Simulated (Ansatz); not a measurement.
The input (input.yaml):

```yaml
crystal:
  periodic: [false, false, false]
  atoms:
    - { symbol: O, position_ang: [0.00148, -0.79801, -1.87658] }
    - { symbol: B, position_ang: [-0.1603, -0.32391, -0.64969] }
    - { symbol: B, position_ang: [0.15084, 0.35052, 0.63983] }
    - { symbol: O, position_ang: [0.00465, 0.78445, 1.88373] }
    - { symbol: H, position_ang: [-1.15222, -0.82562, -1.01476] }
    - { symbol: H, position_ang: [-0.82151, 0.63403, 2.35522] }
basis:
  gaussian: { orbitals: "6-31G" }
hamiltonian:
  xc: b3lyp
  dispersion: d4
relax:
  f_tol: 0.02
  max_steps: 50
```

Run as:

```bash
$ ansatz run input.yaml --threads 1 --pin off --max-ram 2048MiB --backend cpu --events-out ev --progress --plain --runs-dir out
```

Hardware: 1 thread of Arm Neoverse V1, with other jobs on the host.

Question: Roughly how long does this run take, and how much memory?

Answer: 14 s, with a peak of 0.1 GiB, for 11 ionic steps.
